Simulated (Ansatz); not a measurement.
The cluster Mg9Se9, relaxed as a singlet with RKS PBE-D4/def2-SVP in Ansatz, starting from the GFN1-xTB geometry. Force threshold 0.03 eV/Å.

Single mean-field runs in def2-SVP are fitted with def2-universal-jkfit. Another isomer (singlet) lies 0.11 eV lower at PBE0-D4/def2-TZVP; other spin states weren't run for this one.

Start:

| atom | x (Å) | y (Å) | z (Å) |
| --- | --- | --- | --- |
| Mg1 | -1.074 | -1.599 | -1.848 |
| Mg2 | 1.323 | -2.120 | -3.323 |
| Mg3 | 3.459 | 0.693 | 0.870 |
| Mg4 | -2.315 | -2.063 | 1.254 |
| Mg5 | -0.983 | 0.519 | 2.557 |
| Mg6 | 2.294 | -2.067 | 0.938 |
| Mg7 | -0.297 | 2.873 | -0.466 |
| Mg8 | -0.010 | 3.908 | -3.012 |
| Mg9 | -2.601 | 0.730 | -0.634 |
| Se10 | -2.459 | -1.142 | 3.424 |
| Se11 | 2.031 | 2.325 | -0.321 |
| Se12 | -0.004 | -2.538 | 0.159 |
| Se13 | -2.072 | 2.429 | 1.094 |
| Se14 | -0.577 | 0.790 | -2.301 |
| Se15 | 0.751 | 0.181 | -0.025 |
| Se16 | -3.445 | -1.543 | -0.983 |
| Se17 | 4.461 | -1.370 | 0.221 |
| Se18 | 1.518 | -0.008 | 2.397 |

Problem. Estimate the energy that the relaxation releases and the steps that it takes.

Solution. 7.81 eV, in 45 steps; 3.6 min on 2 threads of AMD EPYC 7R13 on a shared host and a share (18 GiB) of an NVIDIA H100 80GB HBM3. No frequencies were taken in this run, so the end may be a saddle point.

Problem. Does the start keep its bonding and symmetry?

Solution. Bonds lost: Mg1–Se14, Mg3–Se15, Mg6–Se12, Mg6–Se15, Mg9–Se14, Se11–Se15, Se14–Se15, Se15–Se18 (atoms count from 1). Bonds formed: Mg2–Se10, Mg2–Se12, Mg2–Se15, Mg2–Se17, Mg6–Se10, Mg8–Se11, Mg9–Se10, Mg9–Se15 (atoms count from 1). Metal–metal contacts that move far: Mg4–Mg5 3.18 to 5.01 Å, Mg2–Mg6 4.37 to 3.20 Å.

Problem. Predict the relaxed structure.

Solution. 
```xyz
18

Mg   -1.743   -2.178   -2.088
Mg    0.880   -1.977   -0.362
Mg    2.704    0.938    0.571
Mg   -1.905   -3.280    0.674
Mg   -0.253    1.117    2.404
Mg    1.958   -1.263    2.567
Mg   -0.565    2.655   -0.912
Mg    1.474    3.235   -2.887
Mg   -2.166   -0.069    0.158
Se   -0.604   -1.598    2.199
Se    2.143    3.122   -0.486
Se   -0.339   -4.124   -1.131
Se   -2.082    2.262    1.161
Se   -0.861    3.629   -3.249
Se   -0.280   -0.090   -1.734
Se   -3.756   -1.973   -0.478
Se    3.268   -1.581    0.428
Se    2.128    1.176    3.166
```
Bond lengths (bridged metal pairs left out): 29 × Mg–Se 2.40 to 2.99 Å.
